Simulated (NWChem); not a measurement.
Molecule: aminoborane (BNH4); SMILES BN

All runs: NWChem. Geometry: optimised at PBE0-D3(BJ)/def2-TZVP. Level BLYP/def2-TZVP: energy and gradient; each run changes one setting, and changes count from the defaults (medium grid, exact Coulomb integrals, symmetry on).

```json
[
 {"setting": "defaults", "size of the energy change (μHa)": "< 10", "largest change of a gradient component (μHa/bohr)": "< 30"},
 {"setting": "tight SCF thresholds and tolerances", "size of the energy change (μHa)": "< 10", "largest change of a gradient component (μHa/bohr)": "< 30"},
 {"setting": "Becke weights", "size of the energy change (μHa)": "< 10", "largest change of a gradient component (μHa/bohr)": "< 30"},
 {"setting": "extra-fine grid", "size of the energy change (μHa)": "< 10", "largest change of a gradient component (μHa/bohr)": "< 30"},
 {"setting": "coarse grid", "size of the energy change (μHa)": "< 10", "largest change of a gradient component (μHa/bohr)": "90"}
]
```
